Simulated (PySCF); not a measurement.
Compound: C5H11OSi (doublet state).
Structure used (GFN2-xTB), in Å, numbered top down from 1:
```xyz
18
C5H11OSi angstrom
C      2.4630   -0.7075    0.1782
Si     0.9007   -0.2549   -0.8068
C     -0.5146   -1.3977   -0.4772
C     -1.8430   -0.8873   -0.0768
O     -1.8967    0.4256    0.4172
C     -1.3147    1.4105   -0.4106
C      0.2070    1.4478   -0.3107
H      2.2772   -0.7381    1.2475
H      3.2552    0.0113   -0.0034
H      2.8276   -1.6831   -0.1248
H      1.2353   -0.2312   -2.2493
H     -0.4845   -2.4573   -0.6781
H     -2.5313   -0.9798   -0.9468
H     -2.2758   -1.5038    0.7231
H     -1.6192    1.2482   -1.4551
H     -1.7493    2.3547   -0.0665
H      0.5786    2.2468   -0.9504
H      0.4758    1.7020    0.7142
```

The hyperfine couplings belong to this conformer and change with its torsions.

Identity: `C[Si@H]1[CH]COCC1` [radical].

Method: UKS B3LYP, pcH-1 on C H O Si, non-relativistic, mean-field spin-orbit, GIAO (PySCF). One conformer (not necessarily the lowest) at the GFN2-xTB geometry, without solvent, vibrations or thermal averaging. The geometry wasn't refined by DFT: couplings that depend on bond lengths, twists or pyramidal angles can differ widely from those at the functional's own minimum. Stability of the SCF solution: not tested.

What is the g tensor, term by term?

```csv
Δg (ppm),1,2,3
relativistic mass correction,-126,-126,-126
gauge correction,1,26,22
orbital Zeeman/spin–orbit,-69,465,674
total,-194,365,570
```

So g = 2.00212, 2.00268, 2.00289 and g_iso = 2.00257; the tensor is rhombic: the two nearest values differ by 27 % of g3 − g1. Axes: g2 points within 14° of the C3–C4 bond and g3 points within 15° of the C3–H12 bond.

Average each term over the three axes. Which is largest in size?

The orbital-Zeeman/spin–orbit term 357, the mass correction -126 and the gauge correction 17 ppm, for a total of 247 ppm. The orbital-Zeeman/spin–orbit term is the largest in size. The mass correction is the same along every axis, so the anisotropy comes from the other two: their spans along these axes are 25 (gauge) and 743 ppm (orbital Zeeman/spin–orbit).

At 9.324 GHz, how far is the centre of the isotropic spectrum from where a free electron (g = 2.002319) resonates?

B = hν/(g μB) with μB/h = 13.99624 MHz/mT gives 332.70 mT for the free electron and 332.66 mT at g_iso, 0.04 mT lower.

What are the electron Larmor frequencies g μB B/h along the three axes at 1200 mT?

33.6267, 33.6361, 33.6395 GHz for g1, g2 and g3, a range of 12.8 MHz.

In a frozen sample, at which fields do the three g values resonate at 9.5, 34, 94 and 263 GHz (hyperfine left aside), and which band first spreads them over more than twice a line width of 1.0 mT?

| band | GHz | B(g3) mT | B(g2) mT | B(g1) mT | spread mT |
| --- | --- | --- | --- | --- | --- |
| X | 9.5 | 338.89 | 338.92 | 339.02 | 0.13 |
| Q | 34.0 | 1212.86 | 1212.98 | 1213.32 | 0.46 |
| W | 94.0 | 3353.20 | 3353.54 | 3354.48 | 1.28 |
| J | 263.0 | 9381.82 | 9382.78 | 9385.41 | 3.58 |

The spread grows in proportion to the frequency. J band is the first where it exceeds 2.0 mT.

The Mulliken spin populations are largest on C3 (+0.98) and C4 (-0.08). C3 is the only atom above +0.15. The angles at C3 add up to 359.6°, so it is planar; its axial dipolar tensor and the negative coupling of its proton fit spin in a p orbital normal to that plane.

The HOMO–LUMO gaps are 6.87 eV among the α and 4.78 eV among the β orbitals.

On AMD EPYC, one thread, no GPU, shared host with 64 logical CPUs at a one-minute load of 58, this took 2.1 min wall (with the writing of density and orbital grids) and 0.97 GiB of memory at its peak.
